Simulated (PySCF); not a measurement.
Zr(Cl)3(OH) (Cl3HOZr), SMILES [Cl][Zr]([Cl])([OH])[Cl], multiplicity 1. Atoms are numbered in the order given.

```xyz
6

Zr     0.0000     0.0000     0.2103
Cl    -1.9176    -1.1071    -0.5523
Cl     0.0000     2.2143    -0.5523
Cl     1.9176    -1.1071    -0.5523
O      0.0000     0.0000     2.0887
H      0.0000     0.0000     3.0471
```

Coordinates come from a PBE0-D3(BJ)/def2-SVP optimisation. The multiplicity is an assumed one; other spin states were not compared. The isomer is the one that the SMILES or the coordinates give; other isomers of the formula were not compared. The def2 effective core potentials stand for the cores of Zr; spin–orbit coupling is left out. The values are those of a single conformer.

All values below come from HF/def2-TZVP (PySCF).

Gas-phase values at a fixed geometry.

The total energy is -1500.87647 hartree. The point group comes out as C3v. The highest occupied level comes out as -12.56 eV and the lowest empty level is 1.47 eV. The orbital gap is 14.02 eV, the dipole moment is 3.02 D and the quadrupole, principal values (traceless, Buckingham form, about the centre of nuclear charge) is -6.78, -6.78, 13.55 D·Å. The mean static polarisability is 69.7 bohr³ (10.33 Å³) and the polarisability, principal values is 64.0, 72.6, 72.6 bohr³.
